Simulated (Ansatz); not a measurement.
[MoO2S2]2- (MoS2O2²⁻), relaxed as a singlet with RKS PBE-D4/def2-SVPD in Ansatz, starting from the GFN2-xTB (ALPB water) geometry. Force threshold 0.02 eV/Å.

In the def2 sets Mo takes a core potential; there is no spin–orbit coupling. A multiply charged anion in the gas phase is held together partly by the finite basis. The highest occupied level of the charge -2 singlet lies above zero (up to 3.25 eV). The electron is either unbound and held by the finite basis, or the level is raised by self-interaction error.

Start:

```xyz
5

Mo    0.0242    0.0867    0.1641
O    -0.4925   -0.6360    1.5842
O     0.7547    1.5917    0.2450
S    -1.7159    0.2512   -1.1746
S     1.4296   -1.2936   -0.8188
```

| step | energy (eV) | largest force component (eV/Å) | SCF passes |
| --- | --- | --- | --- |
| 1 | -27604.5407 | 4.454 | 22 |
| 2 | -27605.1150 | 0.586 | 28 |
| 3 | -27605.1376 | 0.086 | 23 |
| 4 | -27605.1391 | 0.081 | 23 |
| 5 | -27605.1394 | 0.002 | 24 |

Force components are those of the run's own axes.

End:

```xyz
5

Mo    0.0122    0.0448    0.0858
O    -0.4703   -0.5771    1.6488
O     0.7538    1.6108    0.3313
S    -1.8344    0.2893   -1.2242
S     1.5386   -1.3678   -0.8417
```

By distances, no bond broke or formed. The bond that changes most is Mo1–S5, from 2.20 to 2.28 Å (atoms count from 1).

No frequencies were taken in this run, so the end may be a saddle point.

Hardware: 4 threads of Arm Neoverse V2 on a shared host. Wall time 4.7 s.
